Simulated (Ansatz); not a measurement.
C$_{2}$H$_{7}$BO$_{2}$, SMILES `BC(O)OC`, relaxed with RKS PBE-D4/def2-SVP in Ansatz 0.2.0 from a rough embedded geometry. The force threshold is 0.03 eV/Å; the program also tests the step.

Charge 0, multiplicity 1.

Start:

```xyz
12

B     0.079   -1.951   -0.282
C     0.031   -0.428   -0.393
O     1.089   -0.058   -1.210
O     0.200    0.157    0.964
C    -0.298    1.454    0.939
H     0.984   -2.571    0.202
H    -0.863   -2.627   -0.630
H    -0.938   -0.138   -0.822
H     0.866    0.749   -1.688
H    -0.109    1.839    1.960
H     0.308    2.074    0.230
H    -1.349    1.501    0.731
```

```csv
step,energy (eV),largest force (eV/Å),largest move (Å)
1,-6942.9477,2.423,0.000
2,-6943.1981,1.151,0.090
3,-6943.2498,0.392,0.085
4,-6943.2633,0.188,0.031
5,-6943.2717,0.098,0.115
6 (rejected),-6943.2291,1.072,0.195
7,-6943.2807,0.117,0.097
8,-6943.2895,0.437,0.097
9,-6943.3047,0.750,0.143
10,-6943.3329,0.961,0.193
11,-6943.3619,1.470,0.194
12,-6943.4143,1.268,0.191
13,-6943.5314,0.708,0.200
14,-6943.6291,0.833,0.197
15,-6943.6350,1.473,0.083
16 (rejected),-6943.6315,1.001,0.200
17,-6943.7008,0.259,0.097
18,-6943.7045,0.261,0.028
19,-6943.7078,0.044,0.021
20 (rejected),-6943.7077,0.129,0.044
21,-6943.7090,0.023,0.021
```

End:

```xyz
12

B     0.294   -1.796   -0.483
C    -0.387   -0.447   -0.082
O     0.934   -0.404   -1.079
O    -0.116    0.174    1.072
C    -0.224    1.597    1.067
H     1.059   -2.305    0.311
H    -0.221   -2.466   -1.363
H    -1.194    0.033   -0.682
H     0.601   -0.298   -1.993
H    -0.143    1.938    2.115
H     0.598    2.047    0.469
H    -1.201    1.927    0.646
```

Run time 24 s (4 threads of a server CPU on a shared host); peak host memory 0.14 GiB.
